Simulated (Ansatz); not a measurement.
Basis-set extrapolation for `[F][Mg-]1[O]C=CC=[O+]1` (PBE0-D4/def2-TZVP geometry, frozen core, Ansatz). Multiplicity 1, RHF reference. For Mg the program correlates outer-core shells too, which these sets cover unevenly, so the extrapolated numbers aren't a true limit.

|  | def2-TZVPP | def2-QZVPP |
| --- | --- | --- |
| HF | -564.428023 | -564.455752 |
| MP2 correlation | -1.375824 | -1.510857 |
| CCSD(T) correlation | -1.445057 | not run |

Energies in hartree. Use E(X) = E(∞) + A·exp(−7.88·√X) for Hartree–Fock and E(X) = E(∞) + B·X^(−2.97) for correlation, with X = 3 and 4, and add CCSD(T) minus MP2 of the smaller set to the MP2 limit.

**Question.** What is the CCSD(T) energy at the basis-set limit?

**Answer.** HF limit: -564.455752 + (-0.027729) × 0.13774 = -564.45957. MP2 limit: -1.510857 + (-0.135033) × 0.74074 = -1.61088. Higher-order term: -1.445057 − (-1.375824) = -0.06923. Total: -566.13968 hartree, 700.0 kJ/mol below CCSD(T)/def2-TZVPP.
